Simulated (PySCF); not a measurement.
Compound: C₅H₈OSi.
Atom-mapped SMILES: `[CH2:1]=[C:2]1[CH2:3][CH:4]=[CH:5][O:6][SiH2:7]1`

Structure used (GFN2-xTB), in Å, numbered top down from 1:
```xyz
15
C5H8OSi angstrom
C     -2.110   -0.651   -0.251
C     -0.912   -0.186    0.074
C      0.214   -1.122    0.430
C      1.555   -0.716   -0.112
C      1.934    0.525   -0.372
O      1.175    1.635   -0.221
Si    -0.428    1.635    0.111
H     -2.328   -1.709   -0.291
H     -2.929    0.009   -0.483
H      0.287   -1.156    1.527
H     -0.018   -2.138    0.097
H      2.269   -1.511   -0.265
H      2.923    0.757   -0.748
H     -0.588    2.224    1.442
H     -1.047    2.409   -0.959
```

NICS = −σ at a ghost point: NICS(0) at the centroid of the ring atoms, NICS(1) 1 Å to either side along the normal of their mean plane, zz for the tensor component along that normal. Level: GIAO PBE0/pcSseg-1 (PySCF, non-relativistic, gas phase) on the GFN2-xTB geometry, one conformer.

Ring bond lengths (Å), with Mayer bond orders in brackets: C2–C3 1.507 (1.01), C3–C4 1.503 (1.02), C4–C5 1.324 (1.87), C5–O6 1.353 (0.98), O6–Si7 1.638 (0.92), Si7–C2 1.884 (0.84).

Q: Give the NICS values of each ring in ppm.

A: 
```tsv
ring	type	NICS(0)	NICS(1), two faces	NICS(1)zz, two faces	rms pucker (Å)	centre to ring atoms, mean (Å)
C2–C3–C4–C5–O6–Si7	6-membered ring with O and Si; formal bonds 1 double, 5 single	0.9	0.4 / -1.6	3.4 / 1.5	0.14	1.51
```

Q: What do they say, and how far can they be read as aromaticity?

A: 
- C2–C3–C4–C5–O6–Si7: mean NICS(1)zz 2.5 ppm, near zero. C3, Si7 have four or more neighbours; no verdict on aromaticity is drawn.

Q: What field does 7.05 T along the ring normal induce along that normal at the second NICS(1) probe listed for ring C2–C3–C4–C5–O6–Si7, 1 Å off the ring?

A: NICSzz × B0 = 1.5 ppm × 7.05 T = 11 μT, along the applied field.

Q: What are the shieldings of the ring atoms and their hydrogens in the same run (means over atoms taken as equivalent)?

A: 
```
   atoms                      environment  σ isotropic (ppm)  principal values of the symmetric part, first atom (ppm)
      C2  fully substituted alkene carbon               37.8                                        -76.7, 13.4, 176.8
      C3                   allylic carbon              148.7                                       140.3, 143.6, 162.1
      C4                 alkene CH carbon               79.6                                       -22.0, 107.2, 153.7
      C5    vinylic carbon bearing oxygen               37.9                                        -67.5, 71.5, 109.5
      O6               silyl ether oxygen              246.6                                       156.0, 232.2, 351.5
     Si7             oxygen-bound silicon              379.2                                       339.3, 367.0, 431.2
H10 (×2)               methylene hydrogen              28.58                                          24.6, 26.8, 33.4
     H12                 vinylic hydrogen              26.95                                          24.4, 27.9, 28.5
     H13                 vinylic hydrogen              25.15                                          21.7, 26.1, 27.7
H14 (×2)                    Si–H hydrogen              26.39                                          23.1, 24.6, 31.1
```
